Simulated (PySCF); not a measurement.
1-bromo-2,2-dichloro-1-fluoroethene (C2BrCl2F), SMILES ClC(Cl)=C(Br)F. Atoms are numbered in the order given.

```xyz
6

F      1.9580    -0.0705     0.0000
C      0.6444    -0.1221     0.0000
Br    -0.0532    -1.8450     0.0000
C     -0.0933     1.0011     0.0000
Cl     0.6805     2.5318     0.0000
Cl    -1.8021     0.9939     0.0000
```
Charge 0, spin multiplicity 1.

Geometry optimised at PBE0-D3(BJ)/def2-SVP.

Method: CAM-B3LYP/def2-TZVP (PySCF).

Atomic charges (e):

```
atom    IAO      Löwdin
----  -----  ----------
F1    -0.24  (withheld)
C2     0.19       -0.66
Br3    0.09        0.41
C4    -0.12  (withheld)
Cl5    0.03  (withheld)
Cl6    0.04  (withheld)
```

**Question.** Complete the blanks. (The exact figures need the calculation; the answer reports its results.)

**Answer.** 
- F1, Löwdin: 0.23
- C4, Löwdin: -0.85
- Cl5, Löwdin: 0.43
- Cl6, Löwdin: 0.44

Computed Mayer and Wiberg (Löwdin basis) orders of the bonds:
```csv
bond,Mayer,Wiberg
F1–C2,1.11,1.81
C2–Br3,1.23,1.69
C2–C4,1.69,1.98
C4–Cl5,1.18,1.75
C4–Cl6,1.19,1.76
```
